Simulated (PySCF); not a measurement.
Compound: C8H5ClS.
Z-matrix (Å and degrees, PBE0-D3(BJ)/def2-SVP geometry), rows numbered from 1:
```
Cl
C   1  1.7322
C   2  1.3851  1  120.06
C   3  1.4043  2  120.04  1   179.99
C   4  1.3869  3  121.25  2    -0.02
C   5  1.3984  4  118.14  3     0.02
S   6  1.7378  5  127.06  4   179.93
C   7  1.7318  6   91.38  5  -179.92
C   8  1.3601  7  113.43  6    -0.07
C   2  1.4076  1  119.30  3   179.99
H   3  1.0908  2  119.32  1    -0.00
H   4  1.0921  3  119.06  2   179.99
H   5  1.0915  4  120.94  3   180.00
H   8  1.0897  7  119.26  6   179.98
H   9  1.0895  8  124.34  7  -179.94
```

Level: wB97X-D/def2-SVPD in PySCF, non-relativistic, on one gas-phase PBE0-D3(BJ)/def2-SVP geometry that isn't relaxed in the solvent. The solvent is an IEF-PCM continuum (Bondi radii, 1.10 Å for H, scaled by 1.2), and excitations are vertical TDDFT with non-equilibrium linear response and a frozen core. The model holds no explicit solvent molecules, cavitation or dispersion.

Gas-phase singlets (H = HOMO, L = LUMO):

| state | E (eV) | λ (nm) | f | leading configurations |
| --- | --- | --- | --- | --- |
| S1 | 4.739 | 262 | 0.082 | H→L 58%, H→L+1 16% |
| S2 | 5.003 | 248 | 0.066 | H→L+1 40%, H→L 31% |
| S3 | 5.642 | 220 | 0.000 | H→L+2 77% |
| S4 | 5.791 | 214 | 0.380 | H-1→L 51%, H→L+1 39% |
| S5 | 6.123 | 202 | 0.224 | H-1→L+1 60%, H-2→L 22% |

**Question.** What are the lowest 5 singlets in methanol (ε = 32.61)?

**Answer.** 
```tsv
state	E (eV)	λ (nm)	f	leading configurations	change by rank (eV)
S1	4.739	262	0.126	H→L 61%, H→L+1 16%	0.000
S2	4.981	249	0.087	H→L+1 40%, H→L 30%	-0.022
S3	5.701	217	0.525	H-1→L 52%, H→L+1 41%	+0.059
S4	5.746	216	0.000	H→L+2 78%	-0.045
S5	6.061	205	0.318	H-1→L+1 73%, H-2→L 12%	-0.062
```

**Question.** The ground-state energy changes by -0.168 eV from gas to methanol. By how much does the total energy of gas-phase S4 change?

**Answer.** E(S4) = E(S0) + excitation energy, so it changes by -0.168 − 0.090 = -0.258 eV: it is lowered more than the ground state, which is what a red shift means. This is the vertical state, with the slow part of the continuum still set for S0.

**Question.** How do the frontier levels move from gas to methanol?

**Answer.** 
```
orbital  gas (eV)  solvent (eV)  change (eV)                    Löwdin shares, gas                Löwdin shares, solvent
 LUMO+2      1.71          1.84        +0.13      S7 56 %, Cl1 8 %, C6 6 %, C8 6 %     S7 50 %, Cl1 15 %, C6 6 %, C8 5 %
 LUMO+1      1.05          1.06        +0.01    C6 20 %, C3 18 %, C2 13 %, S7 12 %    C6 20 %, C3 19 %, C2 13 %, S7 12 %
   LUMO      0.44          0.48        +0.04    C8 19 %, C4 13 %, C2 13 %, C5 11 %    C8 19 %, C4 13 %, C2 13 %, C5 11 %
   HOMO     -8.20         -8.19        +0.01    S7 18 %, C9 13 %, C2 13 %, C5 13 %    S7 18 %, C9 14 %, C2 13 %, C5 12 %
 HOMO-1     -8.96         -8.94        +0.02   C6 17 %, C3 16 %, C10 14 %, C8 14 %   C6 17 %, C3 16 %, C10 14 %, C8 14 %
 HOMO-2     -9.96        -10.00        -0.04  Cl1 23 %, S7 19 %, C9 12 %, C10 11 %  Cl1 21 %, S7 19 %, C9 12 %, C10 12 %
 HOMO-3    -10.94        -11.04        -0.10              Cl1 72 %, C2 8 %, S7 5 %     Cl1 69 %, C2 8 %, S7 7 %, C10 4 %
```

The HOMO–LUMO gap goes from 8.64 to 8.67 eV.

Time: 1.8 min of wall time; peak memory 1.2 GiB. Hardware: an Arm Neoverse N1 with one thread, on a shared host. This is the whole response run at wB97X-D/def2-SVPD in methanol, SCF included.

The pairwise dispersion term of wB97X-D wasn't added to the energies; at a given geometry it leaves orbitals and properties as they are.
